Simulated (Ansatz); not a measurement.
VO₂. The state is a doublet with charge 0. Geometry PBE0-D4/def2-TZVP; atoms count from 1.

```xyz
3

V     0.136    0.140    0.526
O     1.242   -0.013   -0.618
O    -1.378   -0.127    0.092
```

No other spin state of charge 0 was run.

Estimate the Mulliken populations from the PBE0/def2-TZVP orbitals of Ansatz.


```json
{"atom": "V1", "charge (e)": "1.16", "spin (α − β)": "1.15", "d electrons": "3.46"}
{"atom": "O2", "charge (e)": "-0.58", "spin (α − β)": "-0.08", "d electrons": "–"}
{"atom": "O3", "charge (e)": "-0.58", "spin (α − β)": "-0.08", "d electrons": "–"}
```
Mulliken values and Mayer orders depend strongly on the basis.

Where does the spin sit?

Summed by element: V 1.15, O -0.15, of 1 unpaired in all. Largest on single atoms: V1 1.15, O2 -0.08, O3 -0.08.

And the Mayer bond orders between bonded heavy atoms (over 0.3)?

V1–O2 2.04 (1.60 Å); V1–O3 2.04 (1.60 Å).
